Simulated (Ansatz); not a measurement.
Program: Ansatz. Geometries: PBE0-D4/def2-TZVP. ΔE: electronic, gas phase. CCSD(T)/CBS is the MP2 limit (def2-TZVPP, def2-QZVPP) plus CCSD(T) − MP2 in def2-TZVPP, frozen cores. Functionals use def2-TZVPP. For Ge outer-core shells are correlated without core-valence functions, which leaves a few kJ/mol of doubt a bond. Scalar relativity is left out up to krypton. Each species was taken in one conformer, which may not be the lowest.

Consider the formal exchange of groups at the Si–S bond: `O[SiH](Cl)[S][GeH2][Cl]` + `C[SiH](O)Cl` → `O[Si@H](Cl)C[Si@H](O)Cl` + `[SH][GeH2][Cl]`.

**Question.** Is it downhill or uphill in electronic energy at CCSD(T)/CBS, and by how much? (Estimate.)

**Answer.** The calculation gave: Uphill: ΔE = +50.3 kJ/mol.

**Question.** What do these levels give: ωB97X-V, B2PLYP, PBE, HF/def2-TZVPP, HF/CBS(def2), CCSD/CBS(def2)? (Best estimate.)

**Answer.** Ansatz gave: ωB97X-V 47.4, B2PLYP 48.8, PBE 49.4, HF/def2-TZVPP 50.0, HF/CBS(def2) 50.0, CCSD/CBS(def2) 49.5 kJ/mol.

Largest T1 diagnostic among the species: 0.011.
